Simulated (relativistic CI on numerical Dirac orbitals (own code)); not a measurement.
Mn III: calculation against measurement

Calculated at this level of theory: Dirac-Coulomb-Breit CI, separate exchange-only KLI orbitals for each configuration, QED by a radiative potential, valence Slater integrals scaled by 0.85, P86 correlation estimate, and configurations built on the next ion tied to the tabulated ionisation energy (semi-empirical) (own radial code, finite nucleus).

Configurations in the expansion (outside the closed core [Ne] 3s2): 3p⁶3d⁵, 3p⁶3d⁴4s, 3p⁶3d⁴4p, 3p⁶3d⁴4d, 3p⁶3d⁴5s, 3p⁶3d⁴4f, 3p⁶3d³4s², 3p⁶3d⁴5p, 3p⁶3d³4s4p, 3p⁶3d⁴5d, 3p⁶3d⁴5f, 3p⁶3d⁴5g, 3p⁶3d³4p², 3p⁵3d⁶, 3p⁶3d³4s4d. Levels of other configurations are missing.

```tsv
Configuration	Term (tabulated)	J	Measured (cm⁻¹)	Computed	Error	Purity (%)
3p⁶3d⁵	a 6S	5/2	0.0	0	0	100
3p⁶3d⁵	a 4G	11/2	26824.4	26973	148	100
3p⁶3d⁵	a 4G	9/2	26851.1	27000	148	100
3p⁶3d⁵	a 4G	5/2	26857.8	27012	154	100
3p⁶3d⁵	a 4G	7/2	26859.9	27010	150	100
3p⁶3d⁵	a 4P	5/2	29167.7	30818	1650	96
3p⁶3d⁵	a 4P	1/2	29207.3	30890	1683	99
3p⁶3d⁵	a 4P	3/2	29241.4	30854	1613	97
3p⁶3d⁵	a 4D	7/2	32307.3	33480	1173	99
3p⁶3d⁵	a 4D	1/2	32368.9	33537	1168	99
3p⁶3d⁵	a 4D	5/2	32383.7	33558	1175	97
3p⁶3d⁵	a 2I	11/2	39174.4	38561	-613	100
3p⁶3d⁵	a 2I	13/2	39176.5	38553	-623	100
3p⁶3d⁵	a 2D3	5/2	41238.1	43217	1979	70
3p⁶3d⁵	a 2D3	3/2	41569.8	43564	1994	91
3p⁶3d⁵	a 2F1	7/2	42606.5	44357	1751	98
3p⁶3d⁵	a 4F	9/2	43573.2	44680	1107	98
3p⁶3d⁵	a 4F	7/2	43602.5	44709	1106	97
3p⁶3d⁵	a 4F †	5/2	43668.8	44656	987	72
3p⁶3d⁵	a 4F †	3/2	43674.7	44822	1147	90
3p⁶3d⁵	a 2H	9/2	46515.9	47038	522	96
3p⁶3d⁵	a 2H	11/2	46670.7	47138	467	99
3p⁶3d⁵	a 2G2	7/2	47842.0	48810	968	99
3p⁶3d⁵	a 2G2	9/2	48005.2	48927	922	95
3p⁶3d⁵	b 2F2	7/2	51059.7	52512	1452	99
3p⁶3d⁵	b 2D2	3/2	61580.2	63791	2211	99
3p⁶3d⁵	b 2D2	5/2	61603.8	63795	2191	99
3p⁶3d⁴4s	a 6D	1/2	62457.0	66575	4118	100
3p⁶3d⁴4s	a 6D	3/2	62568.1	66679	4111	100
3p⁶3d⁴4s	a 6D	5/2	62747.5	66848	4101	100
3p⁶3d⁴4s	a 6D	7/2	62988.9	67076	4087	100
3p⁶3d⁴4s	a 6D	9/2	63285.4	67356	4071	100
3p⁶3d⁵	b 2G1	7/2	68892.0	70148	1256	99
3p⁶3d⁵	b 2G1	9/2	68899.2	70159	1260	99
3p⁶3d⁴4s	b 4D	1/2	71395.3	75551	4156	99
3p⁶3d⁴4s	b 4D	3/2	71564.2	75710	4145	99
3p⁶3d⁴4s	b 4D	5/2	71832.0	75962	4130	99
3p⁶3d⁴4s	b 4D	7/2	72183.3	76295	4111	99
3p⁶3d⁴4s	b 4P	1/2	84610.5	89517	4906	99
3p⁶3d⁴4s	a 4H	7/2	84981.6	87845	2864	99
3p⁶3d⁴4s	a 4H	9/2	85077.1	87934	2857	99
3p⁶3d⁴4s	b 4P	3/2	85173.9	90038	4864	99
3p⁶3d⁴4s	a 4H	11/2	85200.8	88043	2843	99
3p⁶3d⁴4s	a 4H	13/2	85346.7	88171	2824	100
3p⁶3d⁴4s	b 4P	5/2	86051.5	90863	4811	91
3p⁶3d⁴4s	b 4F	3/2	86486.8	90847	4361	100
3p⁶3d⁴4s	b 4F	5/2	86520.9	90875	4354	89
3p⁶3d⁴4s	b 4F	7/2	86578.2	90922	4344	96
3p⁶3d⁴4s	b 4F	9/2	86654.1	90994	4340	96
3p⁶3d⁴4s	b 4G	5/2	88880.1	92896	4016	97
3p⁶3d⁴4s	b 4G	7/2	89052.4	93053	4001	96
3p⁶3d⁴4s	b 4G	9/2	89204.7	93133	3928	66
3p⁶3d⁴4s	b 4G	11/2	89307.2	93180	3873	71
3p⁶3d⁴4s	b 2P	1/2	89898.1	95130	5232	98
3p⁶3d⁴4s	b 2H	9/2	90440.5	93346	2906	68
3p⁶3d⁴4s	b 2H	11/2	90746.1	93653	2907	71
3p⁶3d⁴4s	b 2P	3/2	90936.2	96133	5196	98
3p⁶3d⁴4s	c 2F	5/2	91906.1	96304	4398	98
3p⁶3d⁴4s	c 2F	7/2	91948.3	96343	4395	94
3p⁶3d⁴4s	c 2G	7/2	94397.2	98413	4016	96
3p⁶3d⁴4s	c 4D	7/2	94697.9	100185	5487	100
3p⁶3d⁴4s	c 2G	9/2	94707.2	98666	3958	99
3p⁶3d⁴4s	c 4D	5/2	94771.5	100253	5481	99
3p⁶3d⁴4s	c 4D	3/2	94850.7	100327	5476	99
3p⁶3d⁴4s	c 4D	1/2	94906.4	100380	5474	99
```

Measured levels from Corliss and Sugar, J. Phys. Chem. Ref. Data 6, 1253 (1977); pairs were made by configuration, J and term (by order where the table uses no LS term), so strongly mixed levels may be paired wrongly.

Mean error by configuration (cm⁻¹): 3p⁶3d⁵ 1039; 3p⁶3d⁴4s 4198. Over the excited levels the mean absolute error is 2913 cm⁻¹ (64 of the 66 excited levels that our extract of the source holds in range could be paired, and the others can miss by more), and the median relative error of those above 1,000 cm⁻¹ is 4.4 %. Some levels of the ground configuration have no partner. † marks terms whose computed intervals miss the measured ones by more than a factor of 2.5, or configurations far off the rest, from wrong mixing, a near crossing or a doubtful label or measurement; they are left out of the means.
